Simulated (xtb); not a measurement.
Level of theory: GFN2-xTB (xtb).

```
xtb start.xyz --ohess tight --gfn 2 --chrg 0 --uhf 0 --iterations 400

# start.xyz
5

Hf     0.000000     0.000000     0.000000
F      1.015460     1.982791     0.318875
F     -1.552521    -0.313376     1.598679
F     -0.989776    -0.019461    -2.020956
F      1.526839    -1.649961     0.103407
```

Output:

```
[...]
          ...................................................

 iter      E             dE          RMSdq      gap      omega  full diag
   1    -20.7901262 -0.207901E+02  0.317E-06    6.23       0.0  T
   2    -20.7901262 -0.177636E-13  0.184E-06    6.23   24280.8  T
   3    -20.7901262  0.248690E-13  0.902E-07    6.23   49578.3  T

   *** convergence criteria satisfied after 3 iterations ***

         #    Occupation            Energy/Eh            Energy/eV
      -------------------------------------------------------------
         1        2.0000           -0.9463370             -25.7511
       ...           ...                  ...                  ...
        10        2.0000           -0.5497452             -14.9593
        11        2.0000           -0.5496785             -14.9575
        12        2.0000           -0.5496784             -14.9575
        13        2.0000           -0.5496783             -14.9575
        14        2.0000           -0.5477725             -14.9056
        15        2.0000           -0.5477724             -14.9056
        16        2.0000           -0.5477724             -14.9056 (HOMO)
        17                         -0.3188744              -8.6770 (LUMO)
        18                         -0.3188744              -8.6770
        19                         -0.2842248              -7.7342
        20                         -0.2842248              -7.7342
        21                         -0.2842247              -7.7341
       ...                                ...                  ...
        25                          0.1839678               5.0060
      -------------------------------------------------------------
                  HL-Gap            0.2288980 Eh            6.2286 eV
             Fermi-level           -0.4333234 Eh          -11.7913 eV


         :::::::::::::::::::::::::::::::::::::::::::::::::::::
         ::                     SUMMARY                     ::
         :::::::::::::::::::::::::::::::::::::::::::::::::::::
         :: total energy             -20.756173073712 Eh    ::
         :: gradient norm              0.000002868816 Eh/a0 ::
         :: HOMO-LUMO gap              6.228631344392 eV    ::
         ::.................................................::
         :: SCC energy               -20.790125696272 Eh    ::
         :: -> isotropic ES            0.030676401010 Eh    ::
         :: -> anisotropic ES         -0.000513685603 Eh    ::
         :: -> anisotropic XC         -0.000923958936 Eh    ::
         :: -> dispersion             -0.001832144408 Eh    ::
         :: repulsion energy           0.033952622560 Eh    ::
         :: add. restraining           0.000000000000 Eh    ::
         :: total charge              -0.000000000000 e     ::
         :::::::::::::::::::::::::::::::::::::::::::::::::::::

           -------------------------------------------------
          |                Numerical Hessian                |
           -------------------------------------------------
step length          :   0.00500
SCC accuracy         :   0.30000
Hessian scale factor :   1.00000
frozen atoms in %    :   0.00000    0
RMS gradient         :   0.00000
estimated CPU  time      0.00 min
estimated wall time      0.00 min

writing file <hessian>.

 projected vibrational frequencies (cm⁻¹)
eigval :       -0.00    -0.00    -0.00     0.00     0.00     0.00
eigval :      120.20   120.22   120.22   131.31   131.33   481.37
eigval :      532.26   532.26   532.27
           -------------------------------------------------
          |                Property Printout                |
           -------------------------------------------------

    * Orbital Energies and Occupations

         #    Occupation            Energy/Eh            Energy/eV
      -------------------------------------------------------------
         1        2.0000           -0.9463370             -25.7511
       ...           ...                  ...                  ...
         4        2.0000           -0.8950160             -24.3546
         5        2.0000           -0.6031763             -16.4133
         6        2.0000           -0.5637576             -15.3406
         7        2.0000           -0.5637575             -15.3406
         8        2.0000           -0.5637574             -15.3406
         9        2.0000           -0.5497452             -14.9593
        10        2.0000           -0.5497452             -14.9593
        11        2.0000           -0.5496785             -14.9575
        12        2.0000           -0.5496784             -14.9575
        13        2.0000           -0.5496783             -14.9575
        14        2.0000           -0.5477725             -14.9056
        15        2.0000           -0.5477724             -14.9056
        16        2.0000           -0.5477724             -14.9056 (HOMO)
        17                         -0.3188744              -8.6770 (LUMO)
        18                         -0.3188744              -8.6770
        19                         -0.2842248              -7.7342
        20                         -0.2842248              -7.7341
        21                         -0.2842247              -7.7341
        22                          0.0617204               1.6795
        23                          0.1839666               5.0060
        24                          0.1839671               5.0060
        25                          0.1839679               5.0060
      -------------------------------------------------------------
                  HL-Gap            0.2288980 Eh            6.2286 eV
             Fermi-level           -0.4333234 Eh          -11.7913 eV

     #   Z          covCN         q      C6AA      α(0)
     1  72 Hf       2.551     1.340   180.966    31.763
     2   9 F        0.638    -0.335    12.759     4.215
     3   9 F        0.638    -0.335    12.759     4.215
     4   9 F        0.638    -0.335    12.759     4.215
     5   9 F        0.638    -0.335    12.759     4.215

 Mol. C6AA /au·bohr⁶  :        711.798372
 Mol. C8AA /au·bohr⁸  :      59269.817277
 Mol. α(0) /au        :         48.623446

Wiberg/Mayer (AO) data.
largest (>0.10) Wiberg bond orders for each atom

 ---------------------------------------------------------------------------
     #   Z sym  total        # sym  WBO       # sym  WBO       # sym  WBO
 ---------------------------------------------------------------------------
     1  72 Hf   3.775 --     2 F    0.944     4 F    0.944     3 F    0.944
                             5 F    0.944
     2   9 F    1.126 --     1 Hf   0.944
     3   9 F    1.126 --     1 Hf   0.944
     4   9 F    1.126 --     1 Hf   0.944
     5   9 F    1.126 --     1 Hf   0.944
 ---------------------------------------------------------------------------

Topologies differ in total number of bonds
Writing topology from bond orders to xtbtopo.mol

molecular dipole:
                 x           y           z       tot (Debye)
 q only:        0.000      -0.000       0.000
   full:        0.000      -0.000       0.000       0.000
molecular quadrupole (traceless):
                xx          xy          yy          xz          yz          zz
 q only:       -0.000       0.000       0.000       0.000       0.000       0.000
  q+dip:       -0.000       0.000       0.000       0.000       0.000       0.000
   full:       -0.000       0.000       0.000       0.000       0.000       0.000

           -------------------------------------------------
          |                Geometry Summary                 |
           -------------------------------------------------

      molecular mass/u    :      254.4785914
   center of mass at/Å    :        0.0000006      -0.0000021       0.0000015
  moments of inertia/u·Å² :        0.1680516E+03   0.1680516E+03   0.1680517E+03
rotational constants/cm⁻¹ :        0.1003123E+00   0.1003122E+00   0.1003122E+00

 * 4 selected distances

     #   Z          #   Z                                           value/Å
     1  72 Hf       2   9 F                                       1.8212878
     1  72 Hf       3   9 F                                       1.8212868
     1  72 Hf       4   9 F                                       1.8212879 (max)
     1  72 Hf       5   9 F                                       1.8212864 (min)

 * 1 distinct bonds (by element types)

   Z      Z             #   av. dist./Å        max./Å        min./Å
   9 F   72 Hf          4     1.8212872     1.8212879     1.8212864

           -------------------------------------------------
          |               Frequency Printout                |
           -------------------------------------------------
 projected vibrational frequencies (cm⁻¹)
eigval :       -0.00    -0.00    -0.00     0.00     0.00     0.00
eigval :      120.20   120.22   120.22   131.31   131.33   481.37
eigval :      532.26   532.26   532.27
 reduced masses (amu)
   1: 94.80   2:104.59   3: 45.44   4: 48.89   5: 92.12   6: 63.73   7: 47.35   8: 47.35
   9: 47.35  10: 19.00  11: 19.00  12: 19.00  13: 38.27  14: 38.27  15: 38.27
 IR intensities (km·mol⁻¹)
   1:  0.00   2:  0.00   3:  0.00   4:  0.00   5:  0.00   6:  0.00   7: 50.49   8: 50.49
   9: 50.50  10:  0.00  11:  0.00  12:  0.00  13: 58.66  14: 58.66  15: 58.66
 Raman intensities (Ä⁴*amu⁻¹)
   1:  0.00   2:  0.00   3:  0.00   4:  0.00   5:  0.00   6:  0.00   7:  0.00   8:  0.00
   9:  0.00  10:  0.00  11:  0.00  12:  0.00  13:  0.00  14:  0.00  15:  0.00
 output can be read by thermo (or use thermo option).
 writing <g98.out> molden fake output.
 recommended (thermochemical) frequency scaling factor: 1.0
           -------------------------------------------------
Molecule has the following symmetry elements: 4*(C3) 3*(C2) 3*(S4) 6*(sigma)
It seems to be the Td point group
          |             Thermodynamic Functions             |
           -------------------------------------------------

td  symmetry found (for desy threshold:  0.10E+00) used in thermo

          ...................................................
          :                      SETUP                      :
          :.................................................:
          :  # frequencies                           9      :
          :  # imaginary freq.                       0      :
          :  linear?                             false      :
          :  only rotor calc.                    false      :
          :  symmetry                               td      :
          :  rotational number                      12      :
          :  scaling factor                  1.0000000      :
          :  rotor cutoff                   50.0000000 cm⁻¹ :
          :  imag. cutoff                  -20.0000000 cm⁻¹ :
          :.................................................:

    mode    ω/cm⁻¹     T·S(HO)/kcal·mol⁻¹    T·S(FR)/kcal·mol⁻¹   T·S(vib)
   ------------------------------------------------------------------------
       1    120.20    -0.92342 ( 97.09%)    -0.79646 (  2.91%)    -0.91973
       2    120.22    -0.92332 ( 97.09%)    -0.79641 (  2.91%)    -0.91963
       3    120.22    -0.92330 ( 97.10%)    -0.79640 (  2.90%)    -0.91961
       4    131.31    -0.87263 ( 97.94%)    -0.77030 (  2.06%)    -0.87052
       5    131.33    -0.87255 ( 97.94%)    -0.77026 (  2.06%)    -0.87044
   ------------------------------------------------------------------------

   temp. (K)  partition function   enthalpy   heat capacity  entropy
                                   cal/mol     cal/K/mol   cal/K/mol   J/K/mol
 298.15  VIB   75.0                 2688.931     14.349     17.546
         ROT  0.139E+05              888.752      2.981     21.934
         INT  0.104E+07             3577.683     17.330     39.481
         TR   0.393E+28             1481.254      4.968     42.483
         TOT                        5058.9370    22.2978    81.9635   342.9352

       T/K    H(0)-H(T)+PV         H(T)/Eh          T*S/Eh         G(T)/Eh
   ------------------------------------------------------------------------
    298.15    0.806193E-02    0.142162E-01    0.389435E-01   -0.247273E-01
   ------------------------------------------------------------------------

         :::::::::::::::::::::::::::::::::::::::::::::::::::::
         ::                  THERMODYNAMIC                  ::
         :::::::::::::::::::::::::::::::::::::::::::::::::::::
         :: total free energy         -20.780900324473 Eh   ::
         ::.................................................::
         :: total energy              -20.756173073712 Eh   ::
         :: zero point energy           0.006154317548 Eh   ::
         :: G(RRHO) w/o ZPVE           -0.030881568309 Eh   ::
         :: G(RRHO) contrib.           -0.024727250761 Eh   ::
         :::::::::::::::::::::::::::::::::::::::::::::::::::::

optimized geometry written to: xtbopt.xyz

           -------------------------------------------------
          | TOTAL ENERGY              -20.756173073712 Eh   |
          | TOTAL ENTHALPY            -20.741956826945 Eh   |
          | TOTAL FREE ENERGY         -20.780900324473 Eh   |
          | GRADIENT NORM               0.000002866950 Eh/α |
          | HOMO-LUMO GAP               6.228631700561 eV   |
           -------------------------------------------------

------------------------------------------------------------------------
```

Cost: roughly 0.19 core-seconds.
